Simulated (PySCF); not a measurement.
# Curvature of the energy in the electron number along the 4d series, charge +2

Calculated with PySCF 2.14, in def2-TZVP with the def2 core potential (28 electrons), ECP: one orbital is emptied in steps, and each cell gives the departure of E from the straight line at half an electron, in eV (from a cubic fit). The exact functional gives zero.

| species | orbital | LDA | PBE | r2SCAN | PBE0 | BHandHLYP | LC-wPBE | wB97X | UHF |
| --- | --- | --- | --- | --- | --- | --- | --- | --- | --- |
| Zr(2+) | 4d alpha | -1.32 | -1.30 | -1.23 | -0.94 | -0.60 | -0.23 | -0.31 | 0.13 |
| Nb(2+) | 4d alpha | -1.41 | -1.38 | -1.29 | -0.99 | -0.62 | -0.27 | -0.35 | 0.18 |
| Mo(2+) | 4d alpha | -1.49 | -1.46 | -1.37 | -1.04 | -0.63 | -0.32 | -0.39 | 0.22 |
| Tc(2+) | 4d alpha | -1.59 | -1.56 | -1.47 | -1.11 | -0.66 | -0.38 | -0.46 | 0.26 |
| Ru(2+) | 4d beta | -1.55 | -1.51 | -1.35 | -1.05 | -0.64 | -0.32 | -0.44 | 0.31 |
| Rh(2+) | 4d beta | -1.65 | -1.61 | -1.51 | -1.12 | -0.66 | -0.39 | -0.49 | 0.36 |
| Pd(2+) | 4d beta | -1.73 | -1.69 | -1.57 | -1.17 | -0.67 | -0.45 | -0.53 | 0.40 |
| Ag(2+) | 4d beta | -1.81 | -1.76 | -1.63 | -1.21 | -0.68 | -0.50 | -0.58 | 0.44 |
| Cd(2+) | 4d beta | -1.90 | -1.85 | -1.74 | -1.28 | -0.70 | -0.57 | -0.63 | 0.49 |

**Question.** How does the mean departure depend on the functional?

**Answer.** LDA -1.60 eV; PBE -1.57 eV; r2SCAN -1.46 eV; PBE0 -1.10 eV; BHandHLYP -0.65 eV; LC-wPBE -0.38 eV; wB97X -0.47 eV; UHF 0.31 eV. Semilocal functionals are convex (delocalisation error), Hartree-Fock is concave or straight, and exact exchange removes curvature roughly in proportion to its share, so among the functionals the range-separated hybrids usually come closest to zero.

No spin-orbit coupling is included.
